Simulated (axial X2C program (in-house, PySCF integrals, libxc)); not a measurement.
## Ω levels of TmN from open-shell CI on f11 s1

Calculated with an axial X2C code built on PySCF integrals: two-component X2C with atomic mean-field Coulomb and Gaunt terms, basis Tm dyall-v3z, N dyall-av3z (cores contracted in-house). Orbitals come from Hartree–Fock averaged over the configuration Tm f11 s1; CI then distributes these electrons over the f, s shells of Tm.

R = 1.780 Å (near the minimum of the configuration average).

Lowest levels of this model:

| Ω | energy (cm⁻¹) | g∥ | μ (D) | configuration |
| --- | --- | --- | --- | --- |
| 0 | 0 | 0.00 | -6.49 | 100% f11 s1 |
| 1 | 15 | 2.52 | -6.48 | 100% f11 s1 |
| 2 | 54 | 5.01 | -6.47 | 100% f11 s1 |
| 3 | 105 | 7.49 | -6.46 | 100% f11 s1 |
| 4 | 164 | 9.99 | -6.45 | 100% f11 s1 |
| 5 | 250 | 12.53 | -6.45 | 100% f11 s1 |
| 6 | 396 | 15.07 | -6.46 | 100% f11 s1 |
| 7 | 671 | 17.63 | -6.48 | 100% f11 s1 |
| 0 | 938 | 0.00 | -6.48 | 100% f11 s1 |
| 1 | 968 | 2.29 | -6.48 | 100% f11 s1 |
| 2 | 1040 | 4.58 | -6.47 | 100% f11 s1 |
| 3 | 1121 | 6.87 | -6.45 | 100% f11 s1 |
| 4 | 1193 | 9.15 | -6.45 | 100% f11 s1 |
| 5 | 1277 | 11.45 | -6.45 | 100% f11 s1 |
| 6 | 1477 | 13.79 | -6.47 | 100% f11 s1 |
| 8 | 1555 | 19.96 | -6.47 | 100% f11 s1 |
| 7 | 2366 | 16.00 | -6.47 | 100% f11 s1 |
| 0 | 7763 | 0.00 | -6.41 | 100% f11 s1 |
| 1 | 7773 | 2.30 | -6.40 | 100% f11 s1 |
| 2 | 7810 | 4.72 | -6.40 | 100% f11 s1 |
| 3 | 7871 | 7.11 | -6.39 | 100% f11 s1 |
| 4 | 7933 | 9.45 | -6.38 | 100% f11 s1 |
| 5 | 7977 | 11.92 | -6.38 | 100% f11 s1 |
| 0 | 8118 | 0.00 | -6.40 | 100% f11 s1 |
| 1 | 8128 | 2.14 | -6.40 | 100% f11 s1 |
| 6 | 8165 | 14.33 | -6.39 | 100% f11 s1 |
| 2 | 8176 | 4.15 | -6.39 | 100% f11 s1 |
| 3 | 8260 | 6.16 | -6.39 | 100% f11 s1 |
| 4 | 8324 | 8.31 | -6.39 | 100% f11 s1 |
| 5 | 8512 | 10.48 | -6.38 | 100% f11 s1 |

g∥ is the magnitude of 2⟨Lz + ge Sz⟩ for the +Ω component. μ is positive if the N end is positive.

This point took 3.2 s on 1 thread of Arm Neoverse V2 (shared host).

Dynamic correlation is missing, so gaps between terms are too wide and other configurations may lie lower; the lowest level listed is that of this model, not necessarily the ground state. At most 4 roots were kept for each Ω > 0 (twice that for Ω = 0) within 2.2 eV of the lowest, so higher up levels can be missing between those listed; levels with Ω > 0 are doubly degenerate and listed once, Ω = 0 levels singly. Along the bond the averaged SCF switches between close solutions, so this one may not be the lowest.
